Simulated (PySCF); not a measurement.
PySCF input for GaF₂, SMILES [F][Ga][F], multiplicity 2, ωB97X-D3(BJ)/def2-TZVP. Geometry: ωB97X-D3(BJ)/def2-TZVP. The multiplicity is an assumed one; other spin states were not compared. The isomer is the one that the SMILES or the coordinates give; other isomers of the formula were not compared.

```python
import numpy as np
from pyscf import gto, scf, dft, df
from pyscf.hessian import thermo

mol = gto.M(
    atom='''
    Ga    0.00000000   -0.00000000    0.33910864
    F     0.00000000   -1.49867066   -0.58402044
    F     0.00000000    1.49867067   -0.58402043
    ''',
    basis='def2-TZVP',
    charge=0,
    spin=1,
    max_memory=1600,
    verbose=3,
)
mf = dft.UKS(mol, xc='wb97x-d3bj').density_fit(auxbasis='def2-universal-jkfit')
mf.grids.level = 3
mf.conv_tol = 1e-11
mf.max_cycle = 100
mf.kernel()
fine, coarse = mf.grids, dft.Grids(mol).set(level=1).build(with_non0tab=True)
for _ in range(3):  # follow internal instabilities
    mf.grids = coarse
    mo, _, stable, _ = mf.stability(return_status=True, nroots=4)
    mf.grids = fine
    if stable:
        break
    mf.kernel(mf.make_rdm1(mo, mf.mo_occ))

# [left out here: the lines that compute and print the analytic Hessian (its translational invariance restored by hand, since the grid's response is missing), thermochemistry and intensities]
```

Log of the run:

```

WARN: HOMO -0.243549232210412 >= LUMO -0.243549232210412

converged SCF energy = -2124.64124501661  <S^2> = 0.75277502  2S+1 = 2.0027731
<class 'pyscf.df.df_jk.DFUKS'> wavefunction is stable in the internal stability analysis

WARN: DFTD3 does not support analytical Hessian, using finite difference


WARN: Mole.unit (angstrom) is changed to Bohr

Mode                                 0                   1                   2
Irrep
Freq [cm^-1]                      180.6661            645.9168            682.5014
Reduced mass [au]                  22.5289             21.1073             23.9282
Force const [Dyne/A]                0.4333              5.1884              6.5670
Char temp [K]                     259.9383            929.3305            981.9675
Normal mode                   x     y     z       x     y     z       x     y     z
       0  Ga                 0.00 -0.00  0.06   -0.00 -0.00 -0.04    0.00  0.06 -0.00
       1   F                 0.00  0.10 -0.10    0.00  0.13  0.08   -0.00 -0.12 -0.07
       2   F                -0.00 -0.10 -0.10    0.00 -0.13  0.08    0.00 -0.12  0.07
temperature 298.1500 [K]
pressure 101325.00 [Pa]
Rotational constants [GHz] 24.11375 5.92185 4.75429
Symmetry number 2
Zero-point energy (ZPE) 0.00344 [Eh]   9026.329 [J/mol]
                           tot       elec      trans        rot        vib
Entropy [J/mol/K]       278.824      5.763    167.108     93.292     12.661
Cv [J/mol/K]             40.279      0.000     12.472     12.472     15.336
Cp [J/mol/K]             48.593      0.000     20.786     12.472     15.336
Internal energy [J/mol]                      3718.434   3718.434  11252.586
Internal energy [Eh]   -2124.63413  -2124.64125
Enthalpy [J/mol]                             6197.391   3718.434  11252.586
Enthalpy [Eh]          -2124.63318
Gibbs free energy [J/mol]                  -43625.714 -24096.546   7477.654
Gibbs free energy [Eh] -2124.66485
mode   freq/cm-1   IR/(km/mol)
   1      180.67        24.193
   2      645.92        49.419
   3      682.50       126.611
max |gradient| / (hartree/bohr): 0.00014186248187347572
APT charges: [ 1.1931 -0.5966 -0.5966]
```

The run converged.
